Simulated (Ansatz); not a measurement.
The cluster B₂P₂. Charge 0, multiplicity 5. Geometry PBE0-D4/def2-TZVP; atoms count from 1.

```xyz
4

B    -1.044   -0.619    0.036
B     1.154    0.335   -0.178
P     0.282   -0.354    1.324
P    -0.392    0.638   -1.182
```

At PBE0-D4/def2-TZVP a broken-symmetry singlet of charge 0 lies 3.34 eV below the quintet, each at its own geometry. The structure comes from a short search, and lower isomers may exist.

(1) Estimate the Mulliken populations from the PBE0/def2-TZVP orbitals of Ansatz.

(2) Where does the spin sit?

(3) And the Mayer bond orders between bonded heavy atoms (over 0.3)?

## Answers

(1) 
```csv
atom,charge (e),spin (α − β)
B1,-0.02,1.01
B2,-0.02,1.01
P3,0.02,0.99
P4,0.02,0.99
```
Mulliken values and Mayer orders depend strongly on the basis.

(2) Summed by element: B 2.02, P 1.98, of 4 unpaired in all. Largest on single atoms: B2 1.01, B1 1.01, P3 0.99.

(3) B1–P3 1.20 (1.87 Å); B1–P4 1.20 (1.87 Å); B2–P3 1.20 (1.87 Å); B2–P4 1.20 (1.87 Å). Values over 0.3 also appear between atoms too far apart for a bond (B1–B2 0.36 at 2.41 Å; P3–P4 0.53 at 2.78 Å); they arise where an orbital or an unpaired electron spreads over both atoms.
